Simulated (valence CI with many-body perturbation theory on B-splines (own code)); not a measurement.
# Level structure of Tb²⁶⁺

Method: configuration interaction combined with many-body perturbation theory (CI+MBPT): three valence electrons over a frozen Dirac-Fock core [Kr], radial functions for each j: 9 s, 9 p, 10 d, 8 f, 5 g, 3 h, 1 i, with the one-electron correlation potential Σ1, the two-electron term Σ2, the three-electron term Σ3, Breit, model QED; selected CI, second order for the rest (own B-spline code, finite nucleus).

No measured spectrum was set against this ion. As an estimate, large intervals hold to a few tenths of a per cent, small ones and those within an open d or f shell to about a per cent. Only levels of the ground parity were solved; by the run's estimate the other parity begins above the list, which can be wrong where configurations are misplaced.

Levels 1 to 19 of 19, with energies above the lowest level, (4d3/2^3) J=3/2. "Leading %" is the weight of the configuration and term that name the level; weights of strongly mixed levels are sums over their largest components and can fall short. In the jj column 3d3/2^4 stands for four electrons in 3d with j = 3/2. Lifetimes count E1, E2, E3, M1 and M2 decay at the calculated energies, and are blank where another channel may lead or the interval is too uncertain; long ones can be off by a factor of two.

```tsv
No.	Configuration	Term	J	E (cm⁻¹)	Leading %	Second component	Lifetime	g	Leading jj
1	4d³	⁴F	3/2	0.0	61	29 % 4d³ ²D		0.613	4d3/2^3 (91 %)
2	4d³	⁴F	5/2	50521	89	10 % 4d³ ²D	260 μs	1.046	4d3/2^2 4d5/2 (96 %)
3	4d³	⁴P	3/2	68847	42	31 % 4d³ ²P	277 μs	1.269	4d3/2^2 4d5/2 (93 %)
4	4d³	⁴F	7/2	72220	54	37 % 4d³ ²G	4.52 ms	1.098	4d3/2^2 4d5/2 (85 %)
5	4d³	²G	9/2	77501	43	35 % 4d³ ²H	674 ms	1.086	4d3/2^2 4d5/2 (95 %)
6	4d³	⁴P	1/2	79804	64	36 % 4d³ ²P	776 μs	1.948	4d3/2^2 4d5/2 (99 %)
7	4d³	⁴P	5/2	120910	69	20 % 4d³ ²D	582 μs	1.438	4d3/2^2 4d5/2 (68 %)
8	4d³	²G	7/2	126540	52	45 % 4d³ ⁴F	110 μs	1.052	4d3/2 4d5/2^2 (90 %)
9	4d³	⁴F	9/2	134300	53	46 % 4d³ ²H	194 μs	1.134	4d3/2 4d5/2^2 (89 %)
10	4d³	²D	3/2	146630	42	41 % 4d³ ⁴P	74.4 μs	1.152	4d3/2 4d5/2^2 (98 %)
11	4d³	²P	1/2	153100	64	36 % 4d³ ⁴P	128 μs	1.383	4d3/2 4d5/2^2 (99 %)
12	4d³	²H	11/2	159060	100		413 μs	1.088	4d3/2 4d5/2^2 (100 %)
13	4d³	²D	5/2	165170	69	17 % 4d³ ²F	185 μs	1.151	4d3/2 4d5/2^2 (68 %)
14	4d³	²F	5/2	174340	51	32 % 4d³ ²D	224 μs	1.083	4d3/2 4d5/2^2 (92 %)
15	4d³	²F	7/2	181610	87	11 % 4d³ ²G	280 μs	1.112	4d3/2 4d5/2^2 (95 %)
16	4d³	²G	9/2	207090	56	25 % 4d³ ⁴F	80.5 μs	1.126	4d5/2^3 (93 %)
17	4d³	²P	3/2	212010	47	41 % 4d³ ²D	86.9 μs	1.117	4d3/2 4d5/2^2 (50 %)
18	4d³	²D	3/2	251680	84	11 % 4d³ ²P	77.4 μs	0.901	4d5/2^3 (51 %)
19	4d³	²D	5/2	270240	69	21 % 4d³ ²F	45.8 μs	1.156	4d5/2^3 (87 %)
```

The ionisation energy to 4d² ³F2 of the next ion comes out as 910.21 eV (NIST: 909 ± 4 eV (theoretical)). All 19 levels together are meant to be complete up to 281040 cm⁻¹.
